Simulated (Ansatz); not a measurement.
Basis sets compared for IrO2. The state is a doublet with charge 0. Geometry PBE0-D4/def2-TZVP. Ansatz on 4 threads of Arm Neoverse V2 on a shared host; times are rough, and most runs start from earlier orbitals.

| atom | x (Å) | y (Å) | z (Å) |
| --- | --- | --- | --- |
| Ir1 | -0.106 | 0.008 | -0.064 |
| O2 | 0.927 | 0.190 | -1.382 |
| O3 | -0.822 | -0.197 | 1.446 |

In the def2 sets Ir takes a core potential; there is no spin–orbit coupling. The structure comes from a short search, and lower isomers may exist.

Binding counts from free atoms (Ir quartet, O triplet) in the same basis, without a counterpoise term.

```csv
level,functions,energy (Eh),HOMO (eV),LUMO (eV),binding per atom (eV),wall time
PBE-D4/def2-SVP,60,-254.5341,-7.18,-6.42,3.97,0.65 s
PBE-D4/def2-TZVP,102,-254.7381,-7.18,-6.40,4.03,0.95 s
r2SCAN-D4/def2-TZVP,102,-254.7976,-7.41,-6.27,3.63,2.3 s
PBE0-D4/def2-SVP,60,-254.4273,-8.58,-5.50,3.23,0.8 s
PBE0-D4/def2-TZVP,102,-254.6351,-8.54,-5.44,3.35,2.6 s
```

(1) Estimate the rows for PBE-D4/def2-TZVPD, r2SCAN-D4/def2-TZVPD, PBE0-D4/def2-TZVPD.

## Answers

(1) 
```tsv
level	functions	energy (Eh)	HOMO (eV)	LUMO (eV)	binding per atom (eV)	wall time
PBE-D4/def2-TZVPD	123	-254.7404	-7.19	-6.41	4.03	1.4 s
r2SCAN-D4/def2-TZVPD	123	-254.8000	-7.39	-6.26	3.64	2.9 s
PBE0-D4/def2-TZVPD	123	-254.6377	-8.54	-5.43	3.36	1.7 s
```
